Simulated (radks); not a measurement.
The numbers below are computed, except where a source is named.
Effect of the nuclear size on the potassium ion K2+, [Ne] 3s2 3p5. Level of theory: Dirac Kohn-Sham, exchange-only LDA, spin-unpolarised, spherical densities, finite nucleus; open shells fill j = l - 1/2 first; Fermi nuclear charge, rms radius 3.4349 fm (a radial shooting solver on a logarithmic mesh with Libxc functionals). The rms radius is varied about that value; shifts are against it.

rms radius (fm)  total energy shift (eV)  density at nucleus (e/bohr^3)  1s1/2 shift (meV)  2s1/2 shift (meV)  2p1/2 shift (meV)
3.0468                          -0.00500                           5169              -2.11             -0.163              0.026
3.1876                          -0.00325                           5164              -1.37             -0.106              0.017
3.4349                                 0                           5155              0.000              0.000              0.000
3.6513                           0.00304                           5148               1.28              0.099             -0.016
4.1528                            0.0108                           5132               4.55              0.351             -0.056

Slopes of the eigenvalues against <r^2> in GHz/fm^2, as finite differences over the two radii next to the reference (eigenvalue slopes, not the field-shift constants of lines): 1s1/2 202, 2s1/2 15.6, 2p1/2 -2.47.
